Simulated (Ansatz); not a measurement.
Computed with Ansatz on PBE0-D4/def2-TZVP structures; ΔE is electronic, products minus reactants. CCSD(T)/CBS adds triple-zeta CCSD(T) − MP2 to the extrapolated MP2 energy (def2 sets, frozen cores). This one scheme is used for every species. DFT in def2-TZVPP. B3LYP here is the variant with VWN-RPA as its local correlation; programs differ in this. Each species was taken in one conformer, which may not be the lowest.

`FCSC[SiH3]` + `N=CCl` → `FC/N=C/Cl` + `[SiH3]CS`  (substitution at a C–S bond)

```json
{"species": "`FCSC[SiH3]`", "B3LYP energy (Eh)": "-868.07918"}
{"species": "`N=CCl`", "B3LYP energy (Eh)": "-554.30798"}
{"species": "`FC/N=C/Cl`", "B3LYP energy (Eh)": "-692.91626"}
{"species": "`[SiH3]CS`", "B3LYP energy (Eh)": "-729.47452"}
```

Problem. Work out ΔE.

Solution. ΔE = (-692.91626) + (-729.47452) − (-868.07918) − (-554.30798) = -0.00362 Eh = -9.5 kJ/mol. CCSD(T)/CBS gives -2.9 kJ/mol.

Largest T1 diagnostic among the species: 0.012.

In def2-TZVPP, CCSD(T) changes the Hartree–Fock value by +10.6 kJ/mol (the triples alone add +2.1 kJ/mol) and MP2 by +12.5 kJ/mol. From PBE to PBE0 (25 % exact exchange), in def2-TZVPP and without D4, ΔE moves by −3.1 kJ/mol. The D4 term adds +3.7 kJ/mol with B3LYP and +2.1 kJ/mol with PBE0; it sums over pairs of atoms, weighted by their polarisabilities, and B3LYP, whose exchange is more repulsive, gets the larger term.
